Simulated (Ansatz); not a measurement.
Ideal-gas functions of `[InH2][B]1CO1` at 298.15 K and 1 bar, from an Ansatz frequency run at PBE0-D4/def2-TZVP.

Molar mass 157.67 g/mol, point group Cs (symmetry number 1), electronic degeneracy 1, moments of inertia 22.883, 324.238, 334.956 u Å². Harmonic wavenumbers (cm⁻¹, unscaled): 126, 167, 193, 281, 392, 510, 617, 821, 864, 938, 1115, 1152, 1426, 1517, 1809, 1817, 3116, 3203.

Use S(trans) = R[1.5 ln M + 2.5 ln T − 1.1517]; rotational temperatures θ = 24.2544 K / I; S(rot) = R[ln(√π/σ · √(T³/θAθBθC)) + 1.5]; for each mode x = 1.438777 ν̃/T, S = R[x/(eˣ − 1) − ln(1 − e⁻ˣ)] and H = RT x/(eˣ − 1); 1 cm⁻¹ = 0.0119627 kJ/mol; R = 8.31446 J/(mol·K).

By hand: the entropy, in J/(mol·K).

Translation 172.0. Rotation: θ = 1.0599, 0.0748, 0.0724 K, giving 109.7. Vibration, mode by mode: 12.58, 10.33, 9.20, 6.39, 4.15, 2.65, 1.76, 0.80, 0.67, 0.50, 0.25, 0.21, 0.07, 0.05, 0.01, 0.01, 0.00, 0.00, in all 49.6. Electronic 0.0. Sum 331.3 J/(mol·K).

By hand: H − E and G − E in kJ/mol, counted from the electronic energy.

Zero-point energy ½ × 20064 × 0.0119627 = 120.0; thermal vibration 8.5; translation, rotation and pV give 4 RT = 9.9. H − E = 138.4 kJ/mol, and G − E = 138.4 − 298.15 × 331.3/1000 = 39.6 kJ/mol.

Vibration gives 15 % of the entropy, 12.6 J/(mol·K) of it from the mode under 150 cm⁻¹: soft modes count most, and the harmonic formula is weakest for them.
